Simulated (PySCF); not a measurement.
Diatomic anions of Cl with group 13

PBE0 with triple-zeta basis sets in PySCF, for the lowest determinant that a PBE0 search found; no spin–orbit coupling. De refers to high-spin ground-configuration atoms (the charge goes to the atom of lower measured ionisation energy or higher electron affinity, which is not always the lowest computed limit). A positive dipole points towards Cl; it is taken about the centre of mass and depends on that origin.

```tsv
M	basis	charged atom	state (unpaired electrons)	Re (Å)	ωe (cm⁻¹)	De (eV)	μ (D)
B	def2-TZVPPD	Cl−	doublet (π ↑)	1.890	516	1.77	5.28
Ga	def2-TZVPPD	Cl−	doublet (π ↑)	2.403	240	1.40	-0.58
In	def2-TZVPPD	Cl−	doublet (π ↑)	2.588	215	1.38	-2.13
```

Task: The row for M = Al is missing. Estimate Re, ωe and De as the mean of the rows for B and Ga, and compare with the calculation.

Result: The means are 2.147 Å, 378 cm⁻¹ and 1.58 eV. PBE0 in def2-TZVPPD gives AlCl⁻ as a doublet (π ↑) with Re = 2.304 Å, ωe = 329 cm⁻¹, De = 1.72 eV, so the estimate is off by -15.8 pm, +15 % and -0.14 eV.

Spin–orbit coupling is left out, which matters for elements this heavy, above all for dissociation energies. For an ion De counts to the pair picked by the measured ionisation energies or electron affinities, which need not be the lowest pair at this level. The highest Kohn–Sham level is positive in some of these anions. Much of that is self-interaction error, but it also means that the finite basis helps to hold the extra electron. States were picked by a PBE0 search and need not be the measured ground states.
